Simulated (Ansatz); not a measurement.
Sn10OH14⁻, relaxed as a doublet with UKS PBE-D4/def2-SVP in Ansatz, starting from the PBE-D4/def2-SVP geometry of the neutral singlet. Force threshold 0.03 eV/Å.

In the def2 sets Sn takes a core potential; there is no spin–orbit coupling.

Start:

Cartesian coordinates in Å:
```
Sn 1.1948 0.0389 -2.8721
Sn 2.5780 1.5810 1.2296
Sn -1.5409 2.8426 -0.4513
Sn -2.6739 -1.5824 -1.0003
Sn -1.2972 -0.0461 3.1107
Sn 1.4362 -2.8438 0.7108
Sn 1.1309 2.2266 -1.0996
Sn 0.0051 -2.1892 -1.6264
Sn 1.4234 -0.6607 2.5052
Sn -2.7865 0.6186 0.7685
O -2.0216 -0.0753 4.8460
H 2.8359 -0.3264 -3.3059
H 0.3394 0.4301 -4.3316
H 4.2233 1.2086 0.8128
H 2.6061 2.9286 2.3230
H -2.4138 3.2678 -1.8916
H -1.6022 4.2065 0.6205
H -3.5395 -1.1873 -2.4539
H -3.4570 -2.9542 -0.2808
H 3.0770 -3.2429 0.3033
H 0.7347 -4.2344 1.4769
H 1.8628 3.6192 -1.8474
H 0.0333 -3.5572 -2.7042
H 2.2847 -1.0555 3.9644
H -4.4330 0.9871 1.1933
```

(1) Estimate the energy that the relaxation releases and the steps that it takes.

(2) Does the start keep its bonding and symmetry?

(3) Predict the relaxed structure.

## Answers

(1) 21.8 kcal/mol, in 18 steps; 68 s on 2 threads of AMD EPYC 7R13 on a shared host and a share (18 GiB) of an NVIDIA H100 80GB HBM3. The force fell under the threshold at step 16, but the optimiser went on. No frequencies were taken in this run, so the end may be a saddle point.

(2) By distances, no bond broke or formed. The bond that changes most is Sn5–Sn10, from 2.85 to 2.95 Å (atoms count from 1). Point group Cs at the start, Cs at the end, both within 0.05 Å.

(3) 
```xyz
25

Sn    1.192    0.075   -2.837
Sn    2.489    1.416    1.331
Sn   -1.630    2.681   -0.365
Sn   -2.651   -1.546   -1.036
Sn   -1.574   -0.273    3.615
Sn    1.468   -2.811    0.663
Sn    1.083    2.205   -0.988
Sn    0.014   -2.212   -1.680
Sn    1.159   -0.755    2.606
Sn   -2.741    0.442    0.999
O    -1.533    1.321    4.702
H     2.840   -0.254   -3.315
H     0.384    0.499   -4.327
H     4.149    1.092    0.869
H     2.601    2.818    2.367
H    -2.453    3.121   -1.849
H    -1.688    4.134    0.603
H    -3.466   -1.101   -2.521
H    -3.447   -3.029   -0.554
H     3.126   -3.128    0.198
H     0.894   -4.361    1.239
H     1.824    3.603   -1.745
H     0.088   -3.526   -2.837
H     2.332   -1.247    3.831
H    -4.462    0.837    1.031
```
Bond lengths (bridged metal pairs left out): 12 × Sn–Sn 2.82 to 2.95 Å; 1 × O–Sn 1.93 Å; 14 × H–Sn 1.75 to 1.77 Å.
